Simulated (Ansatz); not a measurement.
Geometry optimisation of `[OH][In]([F])[SH]`.

```yaml
crystal:
  periodic: [false, false, false]
  atoms:
    - {symbol: O, position_ang: [-1.806910, 0.925210, 0.446170]}
    - {symbol: In, position_ang: [-0.116940, 0.075020, -0.017300]}
    - {symbol: F, position_ang: [0.416000, -1.210220, 1.394810]}
    - {symbol: S, position_ang: [1.417050, 0.246080, -1.852560]}
    - {symbol: H, position_ang: [-2.128170, 0.598530, 1.289060]}
    - {symbol: H, position_ang: [2.218980, -0.634610, -1.260180]}
basis:
  gaussian: {orbitals: def2-TZVP}
hamiltonian: {xc: pbe0, dispersion: d4}
relax: {f_tol: 0.005, max_steps: 150}
```

```sh
$ ansatz run in.yaml --threads 2 --pin off --events-out ev --progress --plain --max-ram 32768MiB --backend cpu
```

It prints (some lines left out):

```
Functional definition: PBE0
mean field -20801.89329736 eV, -764.4554786482 hartree, gradient 3.9e-5 eV, S^2 0.000000; 0 other end points of the search recorded, 0 dependent functions left out
relax step   1: F+E_penalty+E_count = -20801.99066246 eV  Δ(F+E_penalty+E_count) = +0.000e0 eV  max|allowed force component| = 7.980e-1 eV/Å  Δτ_max = 0.0000 Å  (29 SCF iters, accepted)
mean field -20801.92349465 eV, -764.4565883783 hartree, gradient 2.4e-5 eV, S^2 0.000000; 0 other end points of the search recorded, 0 dependent functions left out
relax step   2: F+E_penalty+E_count = -20802.02200366 eV  Δ(F+E_penalty+E_count) = -3.134e-2 eV  max|allowed force component| = 2.896e-1 eV/Å  Δτ_max = 0.0763 Å  (31 SCF iters, accepted)
mean field -20801.91551465 eV, -764.4562951188 hartree, gradient 1.8e-5 eV, S^2 0.000000; 0 other end points of the search recorded, 0 dependent functions left out
relax step   3: F+E_penalty+E_count = -20802.01418502 eV  Δ(F+E_penalty+E_count) = +7.819e-3 eV  max|allowed force component| = 2.307e-1 eV/Å  Δτ_max = 0.1035 Å  (33 SCF iters, rejected (line search))
mean field -20801.92995516 eV, -764.4568257976 hartree, gradient 1.8e-5 eV, S^2 0.000000; 0 other end points of the search recorded, 0 dependent functions left out
relax step   4: F+E_penalty+E_count = -20802.02837722 eV  Δ(F+E_penalty+E_count) = -6.374e-3 eV  max|allowed force component| = 2.792e-2 eV/Å  Δτ_max = 0.0332 Å  (33 SCF iters, accepted)
mean field -20801.93021469 eV, -764.4568353352 hartree, gradient 1.7e-5 eV, S^2 0.000000; 0 other end points of the search recorded, 0 dependent functions left out
relax step   5: F+E_penalty+E_count = -20802.02862067 eV  Δ(F+E_penalty+E_count) = -2.434e-4 eV  max|allowed force component| = 1.883e-2 eV/Å  Δτ_max = 0.0152 Å  (34 SCF iters, accepted)
mean field -20801.93031329 eV, -764.4568389586 hartree, gradient 1.6e-5 eV, S^2 0.000000; 0 other end points of the search recorded, 0 dependent functions left out
relax step   6: F+E_penalty+E_count = -20802.02871671 eV  Δ(F+E_penalty+E_count) = -9.603e-5 eV  max|allowed force component| = 1.270e-2 eV/Å  Δτ_max = 0.0049 Å  (35 SCF iters, accepted)
mean field -20801.93034497 eV, -764.4568401230 hartree, gradient 1.6e-5 eV, S^2 0.000000; 0 other end points of the search recorded, 0 dependent functions left out
relax step   7: F+E_penalty+E_count = -20802.02875700 eV  Δ(F+E_penalty+E_count) = -4.030e-5 eV  max|allowed force component| = 6.986e-3 eV/Å  Δτ_max = 0.0048 Å  (35 SCF iters, accepted)
mean field -20801.93033659 eV, -764.4568398148 hartree, gradient 1.6e-5 eV, S^2 0.000000; 0 other end points of the search recorded, 0 dependent functions left out
relax step   8: F+E_penalty+E_count = -20802.02876094 eV  Δ(F+E_penalty+E_count) = -3.938e-6 eV  max|allowed force component| = 4.756e-3 eV/Å  Δτ_max = 0.0016 Å  (36 SCF iters, accepted)
mean field -20801.93033659 eV, -764.4568398148 hartree, gradient 1.6e-5 eV, S^2 0.000000; 1 other end points of the search recorded, 0 dependent functions left out
Total energy: -20802.02880527 eV, -764.4604584722 hartree
Atom 0 at    -1.780335     0.927367     0.411082 Å, force     0.004445    -0.002273    -0.000135 eV/Å
Atom 1 at    -0.076048     0.032339     0.027984 Å, force    -0.001766     0.002340    -0.002687 eV/Å
Atom 2 at     0.431250    -1.230113     1.427259 Å, force    -0.000123    -0.001038     0.002497 eV/Å
Atom 3 at     1.357973     0.276121    -1.809954 Å, force     0.002966    -0.003881     0.003630 eV/Å
Atom 4 at    -2.146500     0.624948     1.247547 Å, force    -0.000768     0.000306    -0.000538 eV/Å
Atom 5 at     2.213669    -0.630652    -1.303918 Å, force    -0.004756     0.004546    -0.002768 eV/Å
Dipole moment:     0.059111     0.031759    -0.107394 e Å
```

Hardware: 2 threads of an AMD EPYC 7R13 on a shared host. Wall time 35 s, peak host memory 0.43 GiB.
